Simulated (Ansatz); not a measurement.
A structure relaxed at PBE0-D4/def2-TZVP in Ansatz, charge 0, doublet:

```xyz
4

V     0.183   -0.718    0.921
O     0.145    0.087   -0.824
O     0.824    0.864    0.183
O    -1.152   -0.233   -0.279
```

(1) Give its formula and point group.

(2) Summarise the bond lengths by kind (pairs closer than 1.2 times the sum of covalent radii, bridged metal pairs left out).

## Answers

(1) the cluster VO₃. Point group Cs (tolerance 0.1 Å).

(2) 3 × O–V 1.86 to 1.92 Å; 2 × O–O 1.44 Å. The metal has 3 neighbours: O 1.92 Å, O 1.86 Å, O 1.86 Å.

The structure holds 2 bonds between oxygen atoms, so isomers without such links may lie far lower. The charge 0 doublet is spin-contaminated (final ⟨S²⟩ up to 1.75, 0.75 for a pure state). The relaxation made no stability test and no search for a lower SCF solution. No other spin state of charge 0 was run. Another isomer (doublet) lies 4.48 eV lower at PBE0-D4/def2-TZVP; other spin states weren't run for this one.
